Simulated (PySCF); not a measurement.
# SMILES C[Se]C=C=CC=O, C5H6OSe

Geometry (Å), atoms numbered from 1 in this order:
```xyz
13

C     1.947    0.765   -0.043
Se    2.144   -0.883   -1.059
C     0.362   -1.549   -0.848
C    -0.488   -1.038   -0.023
C    -1.338   -0.409    0.754
C    -2.137    0.722    0.276
O    -2.016    1.273   -0.789
H     1.793    0.527    1.007
H     2.861    1.338   -0.168
H     1.097    1.316   -0.439
H     0.153   -2.401   -1.477
H    -1.494   -0.722    1.778
H    -2.888    1.064    1.014
```

Theory: quadratic response B3LYP/def2-SVPD first hyperpolarisability, Taylor convention, gas phase (PySCF). Geometry: GFN2-xTB.

The calculation is non-relativistic, which matters for the atoms heavier than Zn.

Question: Give the tensor of the static β(0;0,0) in the axes of these coordinates.

Answer: In au, Taylor convention; rows are the first index (the induced dipole):
```tsv
	xx	yy	zz	xy	xz	yz
x	+108.8	-13.1	+1.6	+11.1	-112.8	+5.8
y	+11.1	+61.2	+18.2	-13.1	+5.8	+5.3
z	-112.8	+5.3	+34.2	+5.8	+1.6	+18.2
```
Norm of βᵢ = ⅓ Σⱼ (βᵢⱼⱼ + βⱼᵢⱼ + βⱼⱼᵢ): 151.7 au, hyper-Rayleigh value 84.8 au.
